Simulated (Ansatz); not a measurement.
Start from `FC1O[SiH2]O1` and change one atom or group to get `NC1O[SiH2]O1`.

Ansatz, PBE0-D4/def2-TZVP geometries, multiplicity 1. Each molecule was computed in one conformer, which needn't be the lowest.

| property | `FC1O[SiH2]O1` |
| --- | --- |
| LUMO energy (PBE/def2-TZVPP) / eV | -1.76 |
| HOMO energy (PBE/def2-TZVPP) / eV | -7.64 |
| HOMO energy (PBE0/def2-TZVPP) / eV | -9.16 |
| size of the dipole moment (B3LYP/def2-TZVPP) / D | 2.22 |
| LUMO energy (B3LYP/def2-TZVPP) / eV | -1.09 |
| HOMO–LUMO gap (PBE0/def2-TZVPP) / eV | 8.31 |

(1) What does the change do to each property? (Estimate.)

Answers

(1) Computed: 
```
                                        property  `NC1O[SiH2]O1`  shift
               LUMO energy (PBE/def2-TZVPP) / eV           -1.23   0.53
               HOMO energy (PBE/def2-TZVPP) / eV           -6.37   1.27
              HOMO energy (PBE0/def2-TZVPP) / eV           -7.86   1.30
size of the dipole moment (B3LYP/def2-TZVPP) / D            1.09  -1.13
             LUMO energy (B3LYP/def2-TZVPP) / eV           -0.58   0.51
            HOMO–LUMO gap (PBE0/def2-TZVPP) / eV            7.52  -0.79
```

With PBE0 the HOMO rises by 1.30 eV and the LUMO rises by 0.51 eV, so the gap narrows by about 0.79 eV. PBE moves the HOMO by 1.27 eV and ωB97M-V by 1.20 eV. Dipoles are sizes alone; their direction can turn.

B3LYP here is the variant with VWN-RPA as its local correlation; programs differ in this.
